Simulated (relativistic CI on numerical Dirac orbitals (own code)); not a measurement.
## Calculated levels, Er LXI

These numbers are calculated, not measured: Dirac-Coulomb-Breit CI, KLI orbitals optimised for each configuration, model QED (radiative potential, 1s self-energy scaled to tabulated hydrogen-like ionisation energies), unscaled Slater integrals (own radial code, finite nucleus).

CI space (outside the closed core 1s2): 2s2 2p4, 2s 2p5, 2p6, 2p5 3s, 2p5 3p, 2p5 3d, 2s2 2p3 3s, 2s2 2p3 3p, 2s2 2p3 3d, 2s 2p4 3s, 2s 2p4 3p, 2s 2p4 3d, 2s2 2p3 4s, 2s2 2p3 4p, 2s2 2p3 4d, 2s2 2p3 4f. Levels of other configurations are missing.

The lowest level is 2s2 2p4 3P_2, with 68 % of that term; Hund's rules for 2s2 2p4 give 3P with J = 2, in agreement.

| No. | Configuration | Term | J | E (Ry) | % | jj configuration (%) |
| --- | --- | --- | --- | --- | --- | --- |
| 1 | 2s2 2p4 | 3P | 2 | 0.000 | 68 | 2p3/2^2 (100) |
| 2 | 2s2 2p4 | 1S | 0 | 3.952 | 64 | 2p3/2^2 (100) |
| 3 | 2s2 2p4 | 3P | 1 | 69.755 | 100 | 2p1/2 2p3/2^3 (100) |
| 4 | 2s2 2p4 | 1D | 2 | 71.129 | 68 | 2p1/2 2p3/2^3 (100) |
| 5 | 2s 2p5 | 3P° | 2 | 96.181 | 100 | 2s 2p3/2^3 (100) |
| 6 | 2s 2p5 | 1P° | 1 | 101.709 | 61 | 2s 2p3/2^3 (100) |
| 7 | 2s2 2p4 | 3P | 0 | 142.428 | 64 | 2p3/2^4 (99) |
| 8 | 2s 2p5 | 3P° | 0 | 166.718 | 100 | 2s 2p1/2 2p3/2^4 (100) |
| 9 | 2s 2p5 | 3P° | 1 | 169.413 | 61 | 2s 2p1/2 2p3/2^4 (100) |
| 10 | 2p6 | 1S | 0 | 200.640 | 99 | closed (99) |
| 11 | 2p3(2P°) 3s | 3P° | 2 | 533.652 | 48 | 2p3/2 3s (100) |
| 12 | 2p3(2P°) 3s | 1P° | 1 | 534.267 | 32 | 2p3/2 3s (100) |
| 13 | 2p3(2P°) 3p | 3P | 1 | 541.507 | 32 | 2p3/2 3p1/2 (100) |
| 14 | 2p3(2P°) 3p | 3D | 2 | 541.629 | 25 | 2p3/2 3p1/2 (100) |
| 15 | 2p3(2P°) 3p | 3D | 3 | 561.433 | 50 | 2p3/2 3p3/2 (100) |
| 16 | 2p3(4S°) 3p | 3P | 1 | 561.460 | 35 | 2p3/2 3p3/2 (100) |
| 17 | 2p3(2P°) 3p | 3P | 2 | 563.389 | 44 | 2p3/2 3p3/2 (100) |
| 18 | 2p3(2D°) 3p | 3P | 0 | 565.122 | 70 | 2p3/2 3p3/2 (100) |
| 19 | 2p3(2P°) 3d | 3D° | 2 | 569.448 | 33 | 2p3/2 3d3/2 (99) |
| 20 | 2p3(2P°) 3d | 3F° | 3 | 570.005 | 27 | 2p3/2 3d3/2 (98) |
| 21 | 2p3(2P°) 3d | 3D° | 1 | 570.236 | 34 | 2p3/2 3d3/2 (100) |
| 22 | 2p3(2P°) 3d | 3P° | 0 | 570.441 | 64 | 2p3/2 3d3/2 (100) |
| 23 | 2p3(2P°) 3d | 3F° | 4 | 574.667 | 51 | 2p3/2 3d5/2 (100) |
| 24 | 2p3(4S°) 3d | 3D° | 2 | 575.461 | 34 | 2p3/2 3d5/2 (99) |
| 25 | 2p3(2P°) 3d | 3D° | 3 | 576.571 | 47 | 2p3/2 3d5/2 (98) |
| 26 | 2p3(4S°) 3d | 3D° | 1 | 577.366 | 33 | 2p3/2 3d5/2 (100) |
| 27 | 2p3(4S°) 3s | 5S° | 2 | 602.184 | 54 | 2p1/2 2p3/2^2 3s (100) |
| 28 | 2p3(4S°) 3s | 3S° | 1 | 603.002 | 55 | 2p1/2 2p3/2^2 3s (100) |
| 29 | 2p3(2D°) 3s | 3D° | 3 | 603.977 | 100 | 2p1/2 2p3/2^2 3s (100) |
| 30 | 2p3(2D°) 3s | 1D° | 2 | 604.551 | 67 | 2p1/2 2p3/2^2 3s (100) |
| 31 | 2p3(2P°) 3s | 3P° | 0 | 607.341 | 100 | 2p1/2 2p3/2^2 3s (100) |
| 32 | 2p3(2P°) 3s | 3P° | 1 | 607.589 | 66 | 2p1/2 2p3/2^2 3s (100) |
| 33 | 2p3(4S°) 3p | 5P | 1 | 609.869 | 46 | 2p1/2 2p3/2^2 3p1/2 (100) |
| 34 | 2p3(2D°) 3p | 3F | 2 | 610.463 | 34 | 2p1/2 2p3/2^2 3p1/2 (100) |
| 35 | 2p3(2D°) 3p | 3F | 3 | 611.710 | 44 | 2p1/2 2p3/2^2 3p1/2 (100) |
| 36 | 2p3(2D°) 3p | 3P | 2 | 614.271 | 51 | 2p1/2 2p3/2^2 3p1/2 (99) |
| 37 | 2p3(2P°) 3p | 3D | 1 | 614.948 | 73 | 2p1/2 2p3/2^2 3p1/2 (100) |
| 38 | 2p3(2P°) 3p | 3P | 0 | 618.099 | 65 | 2p1/2 2p3/2^2 3p1/2 (99) |
| 39 | 2s 2p4(3P)<4P> 3s | 5P | 3 | 624.454 | 67 | 2s 2p3/2^2 3s (94) |
| 40 | 2s 2p4(3P)<4P> 3s | 3P | 2 | 626.528 | 55 | 2s 2p3/2^2 3s (93) |
| 41 | 2p3(4S°) 3p | 3P | 0 | 630.076 | 100 | 2p1/2 2p3/2^2 3p3/2 (99) |
| 42 | 2p3(4S°) 3p | 3P | 2 | 630.155 | 35 | 2p1/2 2p3/2^2 3p3/2 (89) |
| 43 | 2p3(4S°) 3p | 5P | 3 | 630.190 | 53 | 2p1/2 2p3/2^2 3p3/2 (96) |
| 44 | 2p3(2D°) 3p | 1P | 1 | 630.871 | 46 | 2p1/2 2p3/2^2 3p3/2 (80) |
| 45 | 2s 2p4(1S)<2S> 3s | 3S | 1 | 631.545 | 53 | 2s 2p3/2^2 3s (85) |
| 46 | 2p3(2D°) 3p | 3F | 4 | 631.688 | 100 | 2p1/2 2p3/2^2 3p3/2 (100) |
| 47 | 2p3(2D°) 3p | 3D | 3 | 631.770 | 71 | 2p1/2 2p3/2^2 3p3/2 (98) |
| 48 | 2p3(4S°) 3p | 3P | 1 | 632.200 | 32 | 2s 2p3/2^2 3s (52) |
| 49 | 2s 2p4(3P)<2P> 3s | 3P | 2 | 632.988 | 47 | 2s 2p3/2^2 3s (85) |
| 50 | 2s 2p4(3P)<4P> 3p | 5P° | 2 | 633.029 | 31 | 2s 2p3/2^2 3p1/2 (99) |
| 51 | 2s 2p4(3P)<4P> 3p | 3D° | 3 | 633.132 | 40 | 2s 2p3/2^2 3p1/2 (98) |
| 52 | 2s 2p4(1S)<2S> 3s | 1S | 0 | 634.405 | 64 | 2s 2p3/2^2 3s (99) |
| 53 | 2p3(2D°) 3p | 3P | 1 | 634.676 | 49 | 2p1/2 2p3/2^2 3p3/2 (69) |
| 54 | 2p3(2D°) 3p | 1D | 2 | 634.894 | 43 | 2p1/2 2p3/2^2 3p3/2 (91) |
| 55 | 2p3(2P°) 3p | 1D | 2 | 636.126 | 38 | 2p1/2 2p3/2^2 3p3/2 (98) |
| 56 | 2p3(2P°) 3p | 3P | 1 | 636.362 | 46 | 2p1/2 2p3/2^2 3p3/2 (89) |
| 57 | 2p3(4S°) 3d | 5D° | 1 | 638.380 | 46 | 2p1/2 2p3/2^2 3d3/2 (98) |
| 58 | 2p3(2D°) 3d | 3F° | 2 | 638.527 | 39 | 2p1/2 2p3/2^2 3d3/2 (97) |
| 59 | 2p3(4S°) 3d | 5D° | 0 | 638.593 | 54 | 2p1/2 2p3/2^2 3d3/2 (99) |
| 60 | 2p3(2D°) 3d | 3G° | 3 | 639.038 | 40 | 2p1/2 2p3/2^2 3d3/2 (98) |
| 61 | 2s 2p4(3P)<2P> 3p | 3P° | 1 | 639.851 | 26 | 2s 2p3/2^2 3p1/2 (80) |
| 62 | 2s 2p4(1S)<2S> 3p | 3P° | 1 | 639.987 | 49 | 2s 2p3/2^2 3p1/2 (96) |
| 63 | 2s 2p4(3P)<2P> 3p | 3D° | 2 | 640.041 | 23 | 2s 2p3/2^2 3p1/2 (77) |
| 64 | 2p3(2D°) 3d | 3G° | 4 | 640.108 | 51 | 2p1/2 2p3/2^2 3d3/2 (100) |
| 65 | 2s 2p4(1S)<2S> 3p | 3P° | 0 | 640.115 | 75 | 2s 2p3/2^2 3p1/2 (99) |
| 66 | 2p3(2D°) 3d | 3F° | 3 | 641.240 | 39 | 2p1/2 2p3/2^2 3d3/2 (97) |
| 67 | 2p3(2D°) 3d | 3P° | 2 | 641.616 | 26 | 2p1/2 2p3/2^2 3d3/2 (76) |
| 68 | 2p3(2D°) 3d | 3P° | 1 | 642.101 | 31 | 2p1/2 2p3/2^2 3d3/2 (79) |
| 69 | 2p3(4S°) 3d | 5D° | 4 | 643.111 | 54 | 2p1/2 2p3/2^2 3d5/2 (99) |
| 70 | 2p3(2D°) 3d | 3D° | 3 | 643.296 | 51 | 2p1/2 2p3/2^2 3d5/2 (99) |

Energies count from the lowest computed level; ° marks odd parity. Percentages are summed over parent terms; the parents shown are those of the largest component, closed shells are left out there, and <> holds an intermediate term. Filled j subshells are mostly left out of the jj labels.

The mean weight of the leading LS term, summed over parents, in these 70 levels is 54 %, and that of the leading jj configuration (from the same eigenvectors) 96 %, so jj coupling describes them better and the LS labels are nominal.

At this charge energies of transitions that change n are usually good to better than 1 %, and those within a shell (Δn = 0) to a few per cent.

LS names give the leading component of a level, which can be under half, so a name can repeat, a term be missing and a line seem to break the LS rules.
